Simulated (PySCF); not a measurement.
**Electron correlation in Cr³⁺ (chromium, charge +3)**

[Ar] 3d3, high-spin 4F determinant. All numbers are calculated (PySCF 2.14, no relativity, point nucleus, in def2-QZVPPD). Frozen: [Ne]; 11 electrons correlated.

```json
{"level": "CCSD", "correlation energy (mhartree)": "-318.94"}
{"level": "(T)", "correlation energy (mhartree)": "-5.73"}
{"level": "CCSD(T)", "correlation energy (mhartree)": "-324.67"}
```

Diagnostics: T1 = 0.0031, D1 = 0.0058, largest double amplitude 0.034.

Question: Is a single reference adequate?

Answer: Yes: T1 lies below 0.03 and no double amplitude reaches 0.07.

This basis was not built for core-valence correlation, so the inner-shell part is incomplete.
